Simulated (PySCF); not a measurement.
How methods differ on the excitation energy of Cr

Cr [Ar] 3d5 4s1 (7S) → Cr [Ar] 3d4 4s2 (5D), as a difference of total energies. Computed with PySCF 2.14 in dyall-av2z (16s12p7d2f, 101 functions), with the non-relativistic Hamiltonian (point nucleus). Correlated levels: valence: [Ar] frozen; virtual orbitals above 40 to 60 times the deepest correlated orbital energy dropped. The calculations carry no spin-orbit coupling.

```
           method  excitation energy (eV)  difference from reference (eV)
              UHF                   1.079                          +0.076
              LDA                   2.130                          +1.127
              PBE                   2.064                          +1.061
             PBE0                   1.811                          +0.808
           r2SCAN                   2.199                          +1.196
           B2PLYP                   1.157                          +0.154
        CAM-B3LYP                   1.288                          +0.285
            M06-L                   1.333                          +0.330
            B97-3                   1.056                          +0.053
    MP2 (valence)                   1.249                          +0.246
SCS-MP2 (valence)                   0.355                          -0.648
```

Reference: 1.003 eV (measured; NIST levels, between the centres of gravity of the two terms).

These non-relativistic numbers lack the scalar-relativistic shift.

Errors of the correlated levels include the incompleteness of this basis and the frozen core.
